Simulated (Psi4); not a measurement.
C$_{3}$H$_{9}$B$_{3}$O$_{3}$, charge -1, doublet, at a GFN2-xTB geometry of the parent state (a state made from the parent by changing its charge; the spin is typed, not shown lowest) (a gas-phase anion, which may not be bound at this level); BLYP/STO-3G run with Psi4.

Here is a job for Psi4.
```
memory 2 GB

molecule {
-1 2
  C    -1.88395612   -2.27603110   -0.19044238
  B    -0.87190410   -1.05674841   -0.09615793
  O     0.47004841   -1.27270533    0.04483004
  B     1.35009723   -0.23070259    0.14235499
  C     2.90538755   -0.50419483    0.30298053
  O     0.86423434    1.04578587    0.09599612
  B    -0.47285194    1.29171753   -0.04663207
  C    -1.02286120    2.77925774   -0.11210905
  O    -1.32942531    0.23068972   -0.14120135
  H    -1.38725937   -3.18978592   -0.50066549
  H    -2.69630027   -2.06716824   -0.88002264
  H    -2.33445810   -2.46363513    0.78177321
  H     3.29289147   -1.03354151   -0.56390256
  H     3.10060956   -1.13590232    1.16551924
  H     3.46912033    0.41574807    0.41763267
  H    -1.89407176    2.90521266    0.52450806
  H    -0.26974731    3.50276142    0.18249627
  H    -1.33777140    3.02062529   -1.12473696
}

set basis sto-3g
set reference uks

energy('blyp')
print_variables()
```

Task: Write the output that Psi4 gives for this input, abridged.

Result: 
```
   => Loading Basis Set <=

    Name: STO-3G
    Role: ORBITAL
    Keyword: BASIS

         ---------------------------------------------------------
                                   SCF
               by Justin Turney, Rob Parrish, Andy Simmonett
                          and Daniel G. A. Smith
                              UKS Reference
         ---------------------------------------------------------

  ==> Geometry <==

    Molecular point group: c1
    Full point group: C1

    Geometry (in Angstrom), charge = -1, multiplicity = 2:

       Center              X                  Y                   Z               Mass
    ------------   -----------------  -----------------  -----------------  -----------------
         C           -1.884447122546    -2.276424610885    -0.190418436021    12.000000000000
         B           -0.872395102546    -1.057141920885    -0.096133986021    11.009305360000
         O            0.469557407454    -1.273098840885     0.044853983979    15.994914619570
         B            1.349606227454    -0.231096100885     0.142378933979    11.009305360000
         C            2.904896547454    -0.504588340885     0.303004473979    12.000000000000
         O            0.863743337454     1.045392359115     0.096020063979    15.994914619570
         B           -0.473342942546     1.291324019115    -0.046608126021    11.009305360000
         C           -1.023352202546     2.778864229115    -0.112085106021    12.000000000000
         O           -1.329916312546     0.230296209115    -0.141177406021    15.994914619570
         H           -1.387750372546    -3.190179430885    -0.500641546021     1.007825032230
         H           -2.696791272546    -2.067561750885    -0.879998696021     1.007825032230
         H           -2.334949102546    -2.464028640885     0.781797153979     1.007825032230
         H            3.292400467454    -1.033935020885    -0.563878616021     1.007825032230
         H            3.100118557454    -1.136295830885     1.165543183979     1.007825032230
         H            3.468629327454     0.415354559115     0.417656613979     1.007825032230
         H           -1.894562762546     2.904819149115     0.524532003979     1.007825032230
         H           -0.270238312546     3.502367909115     0.182520213979     1.007825032230
         H           -1.338262402546     3.020231779115    -1.124713016021     1.007825032230

  Running in c1 symmetry.

[...]
   @DF-UKS iter  89:  -414.47316345568356   -8.56346e-03   1.90677e-03 DIIS/ADIIS
   @DF-UKS iter  90:  -414.47125102528889    1.91243e-03   2.09590e-03 DIIS/ADIIS
   @DF-UKS iter  91:  -414.46830999949310    2.94103e-03   2.32270e-03 DIIS/ADIIS
   @DF-UKS iter  92:  -414.47056316494172   -2.25317e-03   2.16484e-03 DIIS/ADIIS
   @DF-UKS iter  93:  -414.46705521635772    3.50795e-03   2.37379e-03 DIIS/ADIIS
   @DF-UKS iter  94:  -414.46417158889443    2.88363e-03   2.72739e-03 DIIS/ADIIS
   @DF-UKS iter  95:  -414.46503662484395   -8.65036e-04   2.63075e-03 DIIS/ADIIS
   @DF-UKS iter  96:  -414.45900436153676    6.03226e-03   3.06374e-03 DIIS/ADIIS
   @DF-UKS iter  97:  -414.45635368051592    2.65068e-03   3.23502e-03 DIIS/ADIIS
   @DF-UKS iter  98:  -414.46483077343999   -8.47709e-03   2.63878e-03 DIIS/ADIIS
   @DF-UKS iter  99:  -414.47099247516513   -6.16170e-03   2.13991e-03 DIIS/ADIIS
   @DF-UKS iter 100:  -414.46395798902563    7.03449e-03   2.69209e-03 DIIS/ADIIS

PsiException: Could not converge SCF iterations in 100 iterations.

  Failed to converge.

Traceback (most recent call last):
  File "psi4", line 375, in <module>
  File "<string>", line 39, in <module>
  File "site-packages/psi4/driver/driver.py", line 533, in energy
  File "site-packages/psi4/driver/procrouting/proc.py", line 2760, in run_scf
  File "site-packages/psi4/driver/procrouting/proc.py", line 2047, in scf_helper
  File "site-packages/psi4/driver/procrouting/scf_proc/scf_iterator.py", line 93, in scf_compute_energy
  File "site-packages/psi4/driver/procrouting/scf_proc/scf_iterator.py", line 86, in scf_compute_energy
  File "site-packages/psi4/driver/procrouting/scf_proc/scf_iterator.py", line 609, in scf_iterate

psi4.driver.p4util.exceptions.SCFConvergenceError: Could not converge SCF iterations in 100 iterations.

Printing out the relevant lines from the Psithon --> Python processed input file:
      H    -1.33777140    3.02062529   -1.12473696
    """)
    core.IO.set_default_namespace("")
    core.set_global_option("BASIS", "sto-3g")
    core.set_global_option("REFERENCE", "uks")
--> energy('blyp')
    print_variables()

!-------------------------------------------------------!
!                                                       !
!  Could not converge SCF iterations in 100 iterations. !
!                                                       !
!-------------------------------------------------------!
```

Convergence was not reached.
